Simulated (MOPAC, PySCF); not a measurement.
C7H12BN, SMILES `B[C@H]1CC[C@@H](C#N)CC1`, neutral singlet in the gas phase. 

Cartesian coordinates (Å):
```xyz
21

B      2.7693     0.4332    -0.3393
C      1.2347     0.2525    -0.2187
C      0.6359    -1.0457    -0.7913
C     -0.8257    -1.2565    -0.3775
C     -1.5386     0.0956    -0.2524
C     -2.9829    -0.0555    -0.1070
N     -4.1261    -0.1839     0.0233
C     -0.9424     0.9214     0.9106
C      0.5543     0.6392     1.0944
H      3.3878    -0.1564    -1.1978
H      3.3484     1.2451     0.3479
H      1.0199     1.0842    -0.9475
H      1.2275    -1.9128    -0.4563
H      0.7186    -1.0331    -1.8898
H     -0.8880    -1.7700     0.5957
H     -1.3455    -1.9020    -1.1006
H     -1.3839     0.6444    -1.1988
H     -1.1139     1.9903     0.7084
H     -1.4882     0.6904     1.8383
H      1.0475     1.5105     1.5504
H      0.6911    -0.1909     1.8078
```
Charge 0, multiplicity 1.

All levels are single points at this geometry (PBE0-D3(BJ)/def2-SVP); Pople sets use spherical d functions. Orbital energies aren't observables, and empty levels follow the basis.

B3LYP/6-311+G** in PySCF gives dipole (D) = 3.90.

### Question
Estimate the dipole (D) from each of these levels: TPSSh-D3(BJ)/def2-TZVP in PySCF; B3LYP/3-21G in PySCF; B3LYP/6-31G* in PySCF; BP86/6-31G* in PySCF; M06-2X/6-31G* in PySCF; HF/6-31G* in PySCF; PM3 in MOPAC; PM6 in MOPAC.

### Answer

```json
[
 {"level": "TPSSh-D3(BJ)/def2-TZVP in PySCF", "dipole (D)": "3.81"},
 {"level": "B3LYP/3-21G in PySCF", "dipole (D)": "3.31"},
 {"level": "B3LYP/6-31G* in PySCF", "dipole (D)": "3.61"},
 {"level": "BP86/6-31G* in PySCF", "dipole (D)": "3.48"},
 {"level": "M06-2X/6-31G* in PySCF", "dipole (D)": "3.67"},
 {"level": "HF/6-31G* in PySCF", "dipole (D)": "4.07"},
 {"level": "PM3 in MOPAC", "dipole (D)": "2.64"},
 {"level": "PM6 in MOPAC", "dipole (D)": "3.49"}
]
```
